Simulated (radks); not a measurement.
Excited configurations of neutral bismuth: one electron is placed in a higher orbital outside [Hg] 6p2. The ground configuration is [Hg] 6p3. Method: Dirac Kohn-Sham, PBE, spin-unpolarised, spherical densities, point nucleus; open shells fill j = l - 1/2 first; computed with a radial shooting solver on a logarithmic mesh with Libxc functionals. Excitation = E - E(ground); binding = E(ion) - E, where the ion is the core of charge +1; n* = 1/sqrt(2 binding) in atomic units, and the quantum defect is n - n*.

| outer orbital | excitation (eV) | binding (eV) | n* | quantum defect |
|---|---|---|---|---|
| 5f5/2 | 6.004 | 0.915 | 3.855 | 1.145 |
| 6d3/2 | 5.131 | 1.789 | 2.758 | 3.242 |
| 6f5/2 | 6.284 | 0.636 | 4.627 | 1.373 |
| 7s1/2 | 3.680 | 3.240 | 2.049 | 4.951 |
| 7p1/2 | 4.699 | 2.221 | 2.475 | 4.525 |
| 7d3/2 | 5.787 | 1.133 | 3.466 | 3.534 |
| 7f5/2 | 6.459 | 0.461 | 5.434 | 1.566 |

The Delta-SCF ionisation energy is 6.919 eV (NIST Atomic Spectra Database: 7.286 eV, measured). Self-interaction in the functional shifts the binding energies and quantum defects, so they are the method's values and not measured ones. Spin polarisation and multiplet splitting are left out, so open shells lie too high by an amount that depends on their filling.

Beside tabulated values, note that spin-unpolarised runs miss the spin-polarisation part of the exchange energy of open shells.
